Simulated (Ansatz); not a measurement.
Al₁₃N₁₃H₃₀, a nanocrystal cut from zinc blende AlN (hydrogen-capped), relaxed as a singlet with RKS r2SCAN-D4/def2-SVP in Ansatz, starting from the GFN2-xTB geometry. Force threshold 0.03 eV/Å.

Single mean-field runs in def2-SVP are fitted with def2-universal-jkfit.

Start:

Cartesian coordinates in Å:
```
Al 0.869 2.122 0.606
Al -2.225 2.377 -0.328
Al -0.133 3.238 -2.129
Al 1.464 0.583 -1.773
Al -1.627 0.830 -2.718
Al -1.398 1.172 2.719
Al 1.393 1.019 3.472
Al 2.174 -0.449 0.836
Al -0.084 -1.413 2.952
Al -0.878 -0.441 0.064
Al -0.102 -2.174 -2.446
Al 0.613 -3.212 0.177
Al 2.673 -2.284 -1.633
N -0.499 3.118 -0.273
N 0.226 2.061 2.399
N -2.641 2.149 1.569
N 0.750 0.375 -0.055
N -2.143 0.567 -0.907
N 0.133 1.484 -2.800
N 1.469 -1.152 -2.561
N -1.414 -1.017 -3.320
N -1.386 -0.535 1.879
N 1.614 -0.673 2.644
N 2.225 -2.248 0.210
N 0.048 -3.142 2.047
N -0.748 -2.179 -0.658
H 2.253 2.796 0.498
H -3.462 3.112 -0.857
H 1.121 4.112 -2.380
H -1.555 3.633 -2.741
H 2.840 1.275 -1.855
H -2.778 1.340 -3.593
H -2.124 1.165 4.070
H 2.760 1.729 3.633
H 0.484 0.671 4.739
H 3.543 0.253 0.725
H -0.621 -1.798 4.335
H -0.312 -3.516 -3.158
H 0.510 -4.706 -0.151
H 4.134 -1.818 -1.849
H 2.191 -3.740 -2.078
H -0.479 4.083 0.073
H 0.260 3.005 2.798
H -2.698 3.093 1.955
H -3.585 1.775 1.675
H -3.103 0.203 -0.911
H 0.479 1.608 -3.757
H 1.842 -1.080 -3.513
H -1.126 -0.960 -4.298
H -2.322 -1.482 -3.351
H -2.291 -0.977 2.072
H 2.364 -1.136 3.167
H 2.989 -2.740 0.685
H 0.743 -3.678 2.568
H -0.820 -3.665 2.169
H -1.608 -2.738 -0.645
```

```tsv
step	energy (eV)	largest force component (eV/Å)	SCF passes
1	-105596.1061	1.390	19
2	-105597.7336	0.293	25
3	-105597.8971	0.253	20
4	-105597.9606	0.101	19
5	-105597.9710	0.058	19
6	-105597.9737	0.012	20
```

Force components are those of the run's own axes.

End:

```xyz
56

Al    0.807    2.224    0.661
Al   -2.331    2.425   -0.264
Al   -0.087    3.397   -2.222
Al    1.450    0.565   -1.901
Al   -1.690    0.773   -2.816
Al   -1.509    1.230    2.756
Al    1.501    1.088    3.612
Al    2.215   -0.548    0.911
Al   -0.106   -1.531    3.005
Al   -0.782   -0.392    0.058
Al   -0.178   -2.205   -2.548
Al    0.584   -3.313    0.253
Al    2.835   -2.355   -1.704
N    -0.584    3.128   -0.337
N     0.182    2.012    2.482
N    -2.764    2.211    1.627
N     0.880    0.441   -0.065
N    -2.084    0.624   -0.927
N     0.037    1.525   -2.813
N     1.448   -1.254   -2.563
N    -1.494   -1.068   -3.436
N    -1.314   -0.496    1.902
N     1.544   -0.667    2.723
N     2.188   -2.330    0.154
N     0.020   -3.268    2.121
N    -0.667   -2.166   -0.676
H     2.153    3.061    0.626
H    -3.558    3.189   -0.920
H     1.313    4.145   -2.355
H    -1.386    4.009   -2.944
H     2.853    1.255   -2.164
H    -2.868    1.409   -3.670
H    -2.165    1.162    4.200
H     2.921    1.804    3.557
H     0.784    0.852    5.032
H     3.687    0.042    0.898
H    -0.653   -1.813    4.468
H    -0.304   -3.639   -3.216
H     0.518   -4.835   -0.198
H     4.273   -1.684   -1.830
H     2.607   -3.854   -2.236
H    -0.590    4.096    0.018
H     0.190    2.960    2.885
H    -2.879    3.149    2.030
H    -3.705    1.813    1.726
H    -3.009    0.178   -0.870
H     0.364    1.634   -3.785
H     1.799   -1.193   -3.530
H    -1.258   -1.038   -4.435
H    -2.409   -1.533   -3.440
H    -2.231   -0.955    1.989
H     2.279   -1.153    3.255
H     2.935   -2.845    0.642
H     0.676   -3.846    2.660
H    -0.864   -3.779    2.230
H    -1.577   -2.642   -0.616
```

By distances, no bond broke or formed. The bond that changes most is Al13–N20, from 1.90 to 1.97 Å (atoms count from 1).

No frequencies were taken in this run, so the end may be a saddle point.

Run time 44 s (2 threads of AMD EPYC 7R13 on a shared host and a share (18 GiB) of an NVIDIA H100 80GB HBM3), peak host memory 1.2 GiB.
